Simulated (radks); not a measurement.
Au4+, configuration [Kr] 4d10 4f14 5s2 5p5.5 5d7.5 (fractional occupations, a model configuration). Method: scalar-relativistic Kohn-Sham, revPBE, spin-polarised, spherical densities, finite nucleus; open shells are filled with parallel spins first (spin-orbit coupling, left out, can overturn this in heavy ions); Fermi nuclear charge, rms radius 5.4371 fm; computed with a radial shooting solver on a logarithmic mesh with Libxc functionals.

Radial electron density D(r) = 4 pi r^2 rho(r):

| r (bohr) | D(r) (e/bohr) | spin D(r) |
|---|---|---|
| 0.001777 | 23.49 | -0.000156 |
| 0.002053 | 28.45 | -0.000180 |
| 0.00239 | 34.56 | -0.000203 |
| 0.00276 | 41.22 | -0.000217 |
| 0.003213 | 49.14 | -0.000217 |
| 0.00371 | 57.43 | -0.000190 |
| 0.004319 | 66.81 | -0.000112 |
| 0.004988 | 75.99 | 0.0000398 |
| 0.005761 | 85.07 | 0.000310 |
| 0.006707 | 93.95 | 0.000791 |
| 0.007746 | 101.1 | 0.00152 |
| 0.009017 | 106.5 | 0.00272 |
| 0.01041 | 109.2 | 0.00441 |
| 0.01212 | 109.2 | 0.00700 |
| 0.014 | 106.8 | 0.0104 |
| 0.01617 | 102.8 | 0.0150 |
| 0.01882 | 98.78 | 0.0212 |
| 0.02174 | 97.03 | 0.0285 |
| 0.02531 | 99.52 | 0.0373 |
| 0.02923 | 107.0 | 0.0465 |
| 0.03403 | 119.7 | 0.0565 |
| 0.0393 | 133.3 | 0.0663 |
| 0.04538 | 144.2 | 0.0776 |
| 0.05283 | 148.2 | 0.0944 |
| 0.06102 | 142.9 | 0.120 |
| 0.07103 | 130.5 | 0.162 |
| 0.08203 | 119.1 | 0.217 |
| 0.0955 | 115.3 | 0.278 |
| 0.1103 | 121.9 | 0.311 |
| 0.1274 | 132.9 | 0.288 |
| 0.1483 | 137.5 | 0.187 |
| 0.1713 | 127.1 | 0.0556 |
| 0.1994 | 103.7 | -0.0182 |
| 0.2302 | 82.85 | 0.0717 |
| 0.268 | 75.02 | 0.340 |
| 0.3096 | 81.08 | 0.614 |
| 0.3575 | 88.85 | 0.694 |
| 0.4162 | 86.18 | 0.466 |
| 0.4806 | 71.31 | 0.119 |
| 0.5595 | 50.71 | -0.0132 |
| 0.6462 | 35.12 | 0.351 |
| 0.7523 | 26.07 | 1.21 |
| 0.8688 | 22.17 | 2.15 |
| 1.003 | 19.28 | 2.80 |
| 1.168 | 15.40 | 2.91 |
| 1.349 | 11.12 | 2.50 |
| 1.57 | 6.930 | 1.78 |
| 1.814 | 3.906 | 1.09 |
| 2.111 | 1.849 | 0.538 |
| 2.438 | 0.7821 | 0.226 |
| 2.816 | 0.2786 | 0.0777 |
| 3.278 | 0.07437 | 0.0195 |
| 3.786 | 0.01616 | 0.00388 |
| 4.408 | 0.002275 | 0.000480 |
| 5.09 | 0.0002423 | 0.0000430 |

D(r) has 4 maxima, at r = 0.0112, 0.0520, 0.145, 0.375 bohr, and minima at 0.0217, 0.0932, 0.266 bohr, inside which lie 1.88, 11.03, 30.00 electrons.
